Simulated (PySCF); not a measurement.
A structure optimised at PBE-D3(BJ)/def2-SVP, used in a PySCF frequency run:

```
P
H 1 1.4293
Si 1 2.3106 2 106.39
H 3 1.4948 1 104.90 2 -60.47
H 3 1.4948 4 114.46 1 -114.42
H 3 1.4954 4 113.85 5 -133.38
Si 1 2.3106 2 106.39 3 120.00
H 7 1.4948 1 104.90 2 -60.47
H 7 1.4948 8 114.46 1 -114.42
H 7 1.4954 8 113.85 9 -133.38
Si 1 2.3106 2 106.39 7 120.00
H 11 1.4948 1 104.90 2 60.47
H 11 1.4948 12 114.46 1 114.42
H 11 1.4954 12 113.85 13 133.38
```
Charge +1, spin multiplicity 1.

### Question
Write its SMILES, formula and point group.

### Answer
[SiH3][PH+]([SiH3])[SiH3], H10PSi3, C3v

### Question
What are its rotational constants (standard atomic weights)?

### Answer
1.9084, 1.9084, 1.0435 GHz
